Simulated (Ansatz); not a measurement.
Relaxation of a periodic cell of 15 atoms, H4O (contents 3 H2 + 3 H2O, density as packed 0.50 g/cm³ with natural masses), to a largest force component of 0.3 eV/Å in at most 15 steps.

These are results of Ansatz, DFT r2SCAN, scalar-relativistic, plane waves, PAW, not measurements. Settings: accuracy low, cutoff 500 eV, k mesh 1x1x1, fermi-dirac smearing 0.02 eV, no spin polarisation.

```xyz
15
Lattice="5.8285 0.0000 0.0000 0.0000 5.8285 0.0000 0.0000 0.0000 5.8285" Properties=species:S:1:pos:R:3
H 2.600 3.193 4.537
H 1.881 3.029 4.515
H 2.313 3.713 1.033
H 2.720 3.335 0.549
H 1.471 4.587 5.280
H 1.432 4.844 4.590
O 1.989 0.685 2.595
H 1.550 1.529 2.415
H 2.395 0.447 1.748
O 0.387 4.317 1.160
H -0.132 3.733 0.588
H -0.249 4.986 1.452
O 4.684 3.788 4.699
H 5.166 4.415 4.139
H 4.681 2.968 4.183
```

**Question.** Where does it end, and by what steps?

**Answer.** It converged. The threshold is loose, so the end isn't yet a minimum. The force dipped under the threshold on the way, but the program's further checks kept it going. Limits of this set-up: coarse k mesh, low accuracy level. After 13 steps the energy has fallen by 1.803 eV; H5 moved furthest, 1.83 Å.

| step | energy less start (eV) | largest force component (eV/Å) | accepted |
| --- | --- | --- | --- |
| 0 | 0.0000 | 0.938 | yes |
| 1 | -0.5719 | 1.245 | yes |
| 2 | -0.8738 | 1.114 | yes |
| 3 | -1.0613 | 1.761 | yes |
| 4 | -1.2617 | 1.233 | yes |
| 5 | -1.3800 | 1.147 | yes |
| 6 | -1.5072 | 0.563 | yes |
| 7 | -1.5979 | 0.495 | yes |
| 8 | -1.6606 | 0.797 | yes |
| 9 | -1.7327 | 0.260 | yes |
| 10 | -1.7327 | 0.259 | yes |
| 11 | -1.7535 | 0.970 | yes |
| 12 | -1.7892 | 0.339 | yes |
| 13 | -1.8028 | 0.159 | yes |

```xyz
15
Lattice="5.8285 0.0000 0.0000 0.0000 5.8285 0.0000 0.0000 0.0000 5.8285" Properties=species:S:1:pos:R:3
H 2.417 3.183 4.296
H 1.665 3.153 4.291
H 2.843 3.723 1.457
H 3.597 3.757 1.481
H 1.000 6.353 5.403
H 1.063 6.354 4.653
O 1.213 0.605 2.155
H 1.049 1.538 1.953
H 2.153 0.486 1.984
O 0.259 3.637 1.445
H 0.002 3.557 0.514
H 0.514 4.565 1.555
O 4.956 3.113 4.420
H 5.219 3.398 3.531
H 4.939 2.152 4.344
```

The run took 62 s on 1 thread of INTEL(R) XEON(R) PLATINUM 8581C CPU @ 2.10GHz (Emerald Rapids), with other jobs on the host, peak memory 0.55 GiB.
